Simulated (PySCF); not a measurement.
A structure optimised at PBE-D3(BJ)/def2-SVP, used in a PySCF frequency run:

```xyz
9

N      2.7777    -0.4606    -0.3196
C      1.9048     0.3173    -0.2378
C      0.7907     1.2462    -0.1543
Si    -0.8936     0.4366    -0.5526
Cl    -1.2937    -1.0212     0.8659
H      0.7365     1.6886     0.8634
H      0.9402     2.0856    -0.8688
H     -1.9430     1.5051    -0.4769
H     -0.8476    -0.1876    -1.9124
```

Question: Write its SMILES and formula.

Answer: N#CC[SiH2]Cl, C2H4ClNSi

Question: What are its rotational constants (standard atomic weights)?

Answer: 5.1570, 1.7994, 1.4469 GHz
